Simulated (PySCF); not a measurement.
## Electron correlation in Ne³⁺ (neon, charge +3)

Starting occupation: [He] 2s1 2p4, 2s1/2 with m_j = +1/2, 2p1/2 with m_j = +1/2, 2p3/2 with m_j = -1/2, +1/2, +3/2. Calculation: PySCF 2.14, in x2c-TZVPall-2c with one added diffuse shell each of s, p, d type (6s4p3d1f, 40 functions); X2C-1e with screened-nucleus spin-orbit coupling, Gaussian nucleus. Frozen: 1s2; 5 electrons correlated.

MP2 pair energies summed by pair of shells (mhartree):

```tsv
pair	energy	share (%)
2p-2p	-83.78	85.9
2p-2s	-13.75	14.1
```

Total MP2 correlation energy: -97.52 mhartree.

The GHF reference relaxed away from the jj start to a determinant that is no pure jj level (⟨S²⟩ = 3.75, ⟨J²⟩ = 8.75); the energies belong to that determinant.
